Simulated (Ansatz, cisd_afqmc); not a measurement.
Species: O, charge 0, triplet.

Total energies in def2-SVP, 6 correlated electrons, 1 frozen orbitals. UHF or UKS for unpaired electrons; spin-orbit terms are left out. Cores are frozen in correlated methods. No relativity. The Monte Carlo rows (phaseless AFQMC, CISD trial, step 0.005/hartree) carry one-sigma bars that omit the constraint's bias. Outlying blocks are dropped, and bars are widened where a walk drifts. Over all cases where full CI ran beside it in this data, AFQMC minus full CI had a median of +0.1 mEh and passed +0.4 mEh in a tenth of the cases. Full CI freezes restricted core orbitals and the other rows unrestricted ones, which leaves a small offset even where coupled cluster is exact.

| method | program | energy (Eh) | error against FCI (mEh) |
|---|---|---|---|
| HF | Ansatz | -74.72010 | 117.49 |
| MP2 | Ansatz | -74.82140 | 16.19 |
| CCSD | Ansatz | -74.83664 | 0.95 |
| CCSD(T) | Ansatz | -74.83747 | 0.12 |
| CCSDT(Q) | Ansatz | -74.83766 | -0.06 |
| CCSDTQ | Ansatz | -74.83767 | -0.07 |
| AFQMC/CISD | cisd_afqmc | -74.8376 ± 0.0001 | 0.0 ± 0.1 |
| FCI | Ansatz | -74.83759 | 0.00 |

Ansatz is a first-principles code.
